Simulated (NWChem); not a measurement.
Molecule: GeHI, singlet; SMILES [GeH][I]

```xyz
3

Ge     0.0326    -1.5707     0.0000
H     -1.5633    -1.6655     0.0000
I      0.0098     0.9798     0.0000
```
Atoms are numbered in this order, from 1.

All runs: NWChem. Low-valent species are run as closed-shell singlets; no triplet was tried in these runs. Geometry: optimised at PBE0/def2-SVP. def2 effective core potentials on I; no spin-orbit coupling. Ions are spin-unrestricted doublets at the neutral geometry; other ion states weren't tried. Functional: LC-ωPBE (HJS hole) with def2-SVP; rows give the range parameter ω in 1/bohr.

```json
[
 {"range parameter (1/bohr)": "0.05", "vertical ionisation energy, ΔSCF (eV)": "8.80", "−ε(HOMO) (eV)": "6.53", "ΔSCF minus −ε(HOMO) (eV)": "2.27"},
 {"range parameter (1/bohr)": "0.15", "vertical ionisation energy, ΔSCF (eV)": "8.90", "−ε(HOMO) (eV)": "7.79", "ΔSCF minus −ε(HOMO) (eV)": "1.11"},
 {"range parameter (1/bohr)": "0.20", "vertical ionisation energy, ΔSCF (eV)": "8.98", "−ε(HOMO) (eV)": "8.25", "ΔSCF minus −ε(HOMO) (eV)": "0.73"},
 {"range parameter (1/bohr)": "0.40", "vertical ionisation energy, ΔSCF (eV)": "9.30", "−ε(HOMO) (eV)": "9.36", "ΔSCF minus −ε(HOMO) (eV)": "-0.06"},
 {"range parameter (1/bohr)": "0.60", "vertical ionisation energy, ΔSCF (eV)": "[?]", "−ε(HOMO) (eV)": "[?]", "ΔSCF minus −ε(HOMO) (eV)": "[?]"}
]
```

Some entries are withheld; supply them.


- 0.60, vertical ionisation energy, ΔSCF (eV): 9.45
- 0.60, −ε(HOMO) (eV): 9.81
- 0.60, ΔSCF minus −ε(HOMO) (eV): -0.36
